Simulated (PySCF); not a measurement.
Worked example: chemical shift, span and skew from a shielding tensor

CH4ClFOSi2, SMILES O=C([SiH2]F)[SiH2]Cl. Atoms are numbered in the order given.

```xyz
10

O      0.0826    -1.0722    -2.1222
C      0.1793    -0.6347    -0.9943
Si     1.7814     0.3522    -0.5369
F      1.8691     0.4175     1.0873
Si    -1.2609    -0.8640     0.2891
Cl    -1.5992     1.0337     1.0449
H      1.7013     1.7317    -1.0873
H      2.9635    -0.3832    -1.0573
H     -2.4831    -1.3660    -0.3919
H     -0.8398    -1.7631     1.3997
```

The structure is a stationary point at PBE0-D3(BJ)/def2-SVP. This is a generated structure with no PubChem entry under its InChIKey; it may be hypothetical. Other conformers were not sampled.

GIAO shieldings from PBE/pcSseg-1 run with PySCF, non-relativistic, no solvent. The symmetric part of the tensor of Si3 has the principal values 285.3, 343.3, 477.8 ppm. The same nucleus in TMS has σ = 335.4 ppm at this level (PySCF, at its B3LYP-D3(BJ)/def2-TZVP geometry). Without spin–orbit terms, shifts of atoms bonded to Cl or Br come out too high.

Task: Work out the isotropic shielding, the ²⁹Si shift against TMS, the span and the skew.

Result: 
σ(iso) = (σ11 + σ22 + σ33)/3 = 368.8 ppm. δ = σ(ref) − σ(iso) = 335.4 − (368.8) = -33.4 ppm.
Span Ω = σ33 − σ11 = 192.5 ppm. Skew κ = 3(σ(iso) − σ22)/Ω = 0.40. Tumbling in solution averages the tensor to δ; in a static solid the shielding alone would spread this spin-1/2 line over Ω.
